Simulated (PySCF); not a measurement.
Energy of Hf (hafnium, neutral) between two integer charges

The 5d alpha orbital of [Xe] 4f14 5d2 6s2 is emptied in steps (occupation f), with all orbitals relaxed, ending at [Xe] 4f14 5d1 6s2. All numbers are calculated (PySCF 2.14, scalar relativity through the core potential, in def2-TZVPPD with the def2 core potential (60 electrons)). The exact energy is a straight line in f; departures are measured from the line between the end points of the same method.

Task: Among BHandHLYP, wB97X, r2SCAN0, which shows the largest delocalisation error (convex curve), and which is closest to linear?

Result: Most convex: r2SCAN0 (-0.583 eV at f = 0.4); closest to linear: wB97X (-0.063 eV).

```
  f  BHandHLYP (eV)  wB97X (eV)  r2SCAN0 (eV)
  1           0.000       0.000         0.000
0.8          -0.226      -0.038        -0.386
0.6          -0.344      -0.060        -0.582
0.4          -0.348      -0.063        -0.583
0.2          -0.234      -0.042        -0.388
  0           0.000       0.000         0.000
```

| method | E(f=0) − E(f=1) (eV) | −ε at f=1 (eV) | −ε at f=0.4 (eV) |
| --- | --- | --- | --- |
| BHandHLYP | 6.763 | 5.366 | 7.035 |
| wB97X | 6.676 | 6.454 | 6.721 |
| r2SCAN0 | 7.152 | 4.754 | 7.639 |

Reference removal energy between the ground levels: 6.825 eV (measured; NIST Atomic Spectra Database, ionization energies). The calculation has no spin-orbit coupling.
